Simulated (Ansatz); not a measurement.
## A barrier at the coupled-cluster level

Start structure (ZnH4SO, closed shell), relaxed at PBE0-D4/def2-TZVP:

| atom | x (Å) | y (Å) | z (Å) |
| --- | --- | --- | --- |
| Zn1 | 0.2486 | -0.3833 | -0.5070 |
| S2 | 0.9699 | -2.1036 | 0.5664 |
| O3 | -0.3280 | 1.0675 | -1.3564 |
| H4 | 0.0014 | 1.3131 | 1.7297 |
| H5 | -0.2119 | 1.7201 | 1.1375 |
| H6 | -0.2671 | -2.6023 | 0.7380 |
| H7 | -0.4129 | 0.9884 | -2.3080 |

The step: ZnH₂SO ([OH][Zn][SH]) + H₂ → ZnH₂O ([OH][ZnH]) + H₂S (still joined by a long Zn–S bond); bonds formed: Zn1–H5, S2–H4; bonds broken: H4–H5; bonds weakened to dative contacts: Zn1–S2. Computed with Ansatz 0.2.0 (basis: def2-TZVPP and def2-QZVPP); correlated methods freeze the cores. The 3s and 3p shells of Cu and Zn are frozen; filled d shells are correlated. Extrapolation: Hartree–Fock as exp(−7.88 √X), correlation as X^−2.97. Energies below are by CCSD(T) at an estimated basis limit (MP2 extrapolated from triple and quadruple zeta, plus CCSD(T) − MP2 in triple zeta).

Q: What are the electronic barrier and the energy of the step, from the start structure to the end structure? (To be estimated.)

A: Computed: Barrier 159.3 kJ/mol; step energy 46.6 kJ/mol (uphill); reverse barrier, their difference, 112.8 kJ/mol. Barrier and step energy count from the start structure, the reverse barrier from the end structure.

The saddle point: One imaginary mode of 1153i cm⁻¹.
```tsv
pair	start (Å)	saddle (Å)	end (Å)
Zn1–H5	2.71	1.71	1.53
S2–H4	3.74	1.67	1.34
Zn1–S2	2.15	2.45	2.74
H4–H5	0.75	1.10	3.90
```

Zero-point energy (harmonic, PBE0-D4): ZPE is 89.5 kJ/mol at the start and 89.6 kJ/mol at the saddle, so the barrier goes from 159.3 to 159.4 kJ/mol.

T1 diagnostic: at most 0.017.

Labels in which every atom is bracketed show which atoms are joined, not bond orders.

For scale, one of the runs: CCSD(T)/def2-TZVPP, 193 basis functions, launched by `ansatz run in.yaml --threads 4 --pin off --events-out ev --progress --plain --max-ram 9574MiB`. The run took 43 s on 4 CPU threads of an Arm Neoverse V1 (shared host), with 2.1 GiB of host memory at its peak.
